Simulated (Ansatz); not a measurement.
System: CAuO, charge 1, multiplicity 1. 
Coordinates optimised at B3LYP-D3(BJ)/def2-TZVP (Ansatz, a program for electronic structure):
```xyz
3

Au     0.0000     0.0000    -0.3897
C      0.0000     0.0000     1.5619
O      0.0000     0.0000     2.6769
```
Charge +1, spin multiplicity 1.

Basis-set convergence of Hartree-Fock and CCSD(T) correlation energies (hartree) with Ansatz. Correlated levels leave the core frozen unless marked. No spin-orbit coupling. The frozen core is the preceding noble-gas configuration, with the filled d and f shells of earlier blocks. In def2 rows, elements after Kr have scalar-relativistic effective core potentials.

| basis | functions | E(HF) | E(corr, CCSD(T)) | rough core time |
|---|---|---|---|---|
| def2-SVP | 60 | -247.17280 | -0.54946 | under 20 s |
| def2-TZVPP | 118 | -247.32066 | -0.72511 | under 20 s |
| def2-QZVPP | 202 | -247.32631 | -0.77099 | 40 s |

Extrapolating the two largest sets (X = 3 and 4) as X^-3: E(corr) = (64·(-0.77099) - 27·(-0.72511))/37 = -0.8045 Eh, an estimate of the basis-set limit. The largest set recovers 95.8 % of it, the smallest 68.3 %.
